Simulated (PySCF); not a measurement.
Gas-phase thermal properties of ZnBr2

Computed with PySCF and rigid-rotor harmonic-oscillator thermochemistry at 1 bar. 6-31G* has spherical d functions here. All species are closed-shell singlets. B3LYP is the form with VWN-RPA correlation. Br, Zn: all electrons, no relativistic terms. The harmonic model lacks anharmonicity and excited electronic states, which grow with temperature; levels with a mode under 35 cm⁻¹ are left out. Soft modes under 120 cm⁻¹ make the harmonic entropy rough for ZnBr2.

```json
[
 {"level": "B3LYP/6-31G*", "point group": "D∞h", "σ": "2", "ZPE (kJ/mol)": "4.4", "S°298 (J/mol/K)": "303.9", "Cp298 (J/mol/K)": "59.4", "S°1000 (J/mol/K)": "378.0", "H1000 − H298 (kJ/mol)": "43.1"},
 {"level": "HF/6-31G*", "point group": "D∞h", "σ": "2", "ZPE (kJ/mol)": "4.4", "S°298 (J/mol/K)": "303.3", "Cp298 (J/mol/K)": "59.4", "S°1000 (J/mol/K)": "377.3", "H1000 − H298 (kJ/mol)": "43.1"},
 {"level": "PBE/def2-SVP", "point group": "D∞h", "σ": "2", "ZPE (kJ/mol)": "4.5", "S°298 (J/mol/K)": "301.7", "Cp298 (J/mol/K)": "59.4", "S°1000 (J/mol/K)": "375.8", "H1000 − H298 (kJ/mol)": "43.1"},
 {"level": "PBE0/def2-TZVP", "point group": "D∞h", "σ": "2", "ZPE (kJ/mol)": "4.6", "S°298 (J/mol/K)": "300.2", "Cp298 (J/mol/K)": "59.3", "S°1000 (J/mol/K)": "374.2", "H1000 − H298 (kJ/mol)": "43.1"}
]
```
σ: rotational symmetry number. Electronic degeneracy used: 1. Frequencies are unscaled.
